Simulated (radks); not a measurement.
Question: All-electron calculation, non-relativistic Kohn-Sham, LB94 model potential, spin-polarised, spherical densities, point nucleus; open shells are filled with parallel spins first (spin-orbit coupling, left out, can overturn this in heavy ions). Program: a radial shooting solver on a logarithmic mesh with Libxc functionals. Response by self-consistent Sternheimer equations with the Hartree and adiabatic LDA kernel. For heavy and open-shell atoms this level of theory can miss by tens of per cent. Estimate the static dipole polarisabilities of Rb+ ([Kr]) and V3+ ([Ar] 3d2) and the C6 coefficients of the three pairs.

Answer: alpha = 9.399 and 2.196 bohr^3; C6 = 57.15 (Rb+-Rb+), 17.23 (Rb+-V3+), 5.703 (V3+-V3+) hartree bohr^6.
